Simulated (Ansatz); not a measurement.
Calculated with Ansatz (gas phase, PBE0-D4/def2-TZVP geometries, no zero-point term in ΔE). CCSD(T)/CBS is the MP2 limit (def2-TZVPP, def2-QZVPP) plus CCSD(T) − MP2 in def2-TZVPP, frozen cores. This one scheme is used for every species. Functionals use def2-TZVPP. B3LYP here is the variant with VWN-RPA as its local correlation; programs differ in this. Each species was taken in one conformer, which may not be the lowest.

Consider the ligand exchange at the Si–S bond: `C[SiH](F)S[SiH](O)O` + CH₃OH → `CO[SiH](O)O` + `C[SiH](F)S`.

```json
{"level": "PBE-D4", "ΔE (kJ/mol)": "-24.4", "difference from CCSD(T)/CBS": "14.8"}
{"level": "r2SCAN-D4", "ΔE (kJ/mol)": "-35.3", "difference from CCSD(T)/CBS": "3.9"}
{"level": "PBE0-D4", "ΔE (kJ/mol)": "-28.7", "difference from CCSD(T)/CBS": "10.5"}
{"level": "B3LYP-D4", "ΔE (kJ/mol)": "-39.2", "difference from CCSD(T)/CBS": "0.0"}
{"level": "ωB97X-V", "ΔE (kJ/mol)": "-39.5", "difference from CCSD(T)/CBS": "-0.3"}
{"level": "ωB97M-V", "ΔE (kJ/mol)": "-38.9", "difference from CCSD(T)/CBS": "0.3"}
{"level": "B2PLYP", "ΔE (kJ/mol)": "-46.2", "difference from CCSD(T)/CBS": "-7.0"}
{"level": "PBE", "ΔE (kJ/mol)": "-30.2", "difference from CCSD(T)/CBS": "9.0"}
{"level": "r2SCAN", "ΔE (kJ/mol)": "-36.8", "difference from CCSD(T)/CBS": "2.4"}
{"level": "PBE0", "ΔE (kJ/mol)": "-33.9", "difference from CCSD(T)/CBS": "5.3"}
{"level": "B3LYP", "ΔE (kJ/mol)": "-48.8", "difference from CCSD(T)/CBS": "-9.6"}
{"level": "HF/def2-TZVPP", "ΔE (kJ/mol)": "-63.7", "difference from CCSD(T)/CBS": "-24.5"}
{"level": "MP2/def2-TZVPP", "ΔE (kJ/mol)": "-38.8", "difference from CCSD(T)/CBS": "0.4"}
{"level": "SCS-MP2/def2-TZVPP", "ΔE (kJ/mol)": "-45.3", "difference from CCSD(T)/CBS": "-6.1"}
{"level": "CCSD/def2-TZVPP", "ΔE (kJ/mol)": "-47.9", "difference from CCSD(T)/CBS": "-8.7"}
{"level": "CCSD(T)/def2-TZVPP", "ΔE (kJ/mol)": "-43.3", "difference from CCSD(T)/CBS": "-4.1"}
{"level": "HF/def2-QZVPP", "ΔE (kJ/mol)": "-65.4", "difference from CCSD(T)/CBS": "-26.2"}
{"level": "MP2/def2-QZVPP", "ΔE (kJ/mol)": "-37.1", "difference from CCSD(T)/CBS": "2.1"}
{"level": "SCS-MP2/def2-QZVPP", "ΔE (kJ/mol)": "-43.6", "difference from CCSD(T)/CBS": "-4.4"}
{"level": "HF/CBS(def2)", "ΔE (kJ/mol)": "-65.6", "difference from CCSD(T)/CBS": "-26.4"}
{"level": "MP2/CBS(def2)", "ΔE (kJ/mol)": "-34.8", "difference from CCSD(T)/CBS": "4.4"}
{"level": "CCSD/CBS(def2)", "ΔE (kJ/mol)": "-43.9", "difference from CCSD(T)/CBS": "-4.7"}
{"level": "CCSD(T)/CBS", "ΔE (kJ/mol)": "-39.2", "difference from CCSD(T)/CBS": "0"}
```

Largest T1 diagnostic among the species: 0.012.

The D4 term adds +9.6 kJ/mol with B3LYP and +5.2 kJ/mol with PBE0; it sums over pairs of atoms, weighted by their polarisabilities, and B3LYP, whose exchange is more repulsive, gets the larger term. From PBE to PBE0 (25 % exact exchange), in def2-TZVPP and without D4, ΔE moves by −3.7 kJ/mol. In def2-TZVPP, CCSD(T) changes the Hartree–Fock value by +20.5 kJ/mol (the triples alone add +4.7 kJ/mol) and MP2 by +24.9 kJ/mol.
